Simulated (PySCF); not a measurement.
Sn(H)(Cl)(NH2)2 (ClH5N2Sn), SMILES [NH2][SnH]([Cl])[NH2]. The structure is a stationary point at PBE0-D3(BJ)/def2-SVP. The structure was generated by enumeration; whether it is a known compound was not checked. The def2 effective core potentials stand for the cores of Sn; spin–orbit coupling is left out. The values are those of a single conformer.

These are PySCF 2.14.0 with PBE0-D3(BJ)/def2-SVP values and carry that method's errors.

Harmonic wavenumbers (cm⁻¹): 89, 133, 152, 169, 177, 358, 518, 549, 555, 594, 652, 659, 842, 875, 1535, 1546, 1978, 3552, 3555, 3654, 3655. Rotational constants (GHz): 4.250, 2.217, 1.739; symmetry number 1.

**Question.** Work out the zero-point energy and the ideal-gas rigid-rotor harmonic-oscillator thermochemistry at 298.15 K and 1 atm.

**Answer.** ZPE = ½ Σ hcν = ½ × 25796 cm⁻¹ = 36.88 kcal/mol. H − E(el) = 42.25 kcal/mol. Entropy in cal/(mol K): translation 41.59, rotation 27.37, vibration 18.41, total 87.37. G − E(el) = 16.20 kcal/mol. Cp = 26.66 cal/(mol K). Modes under 150 cm⁻¹ make the vibrational entropy uncertain.
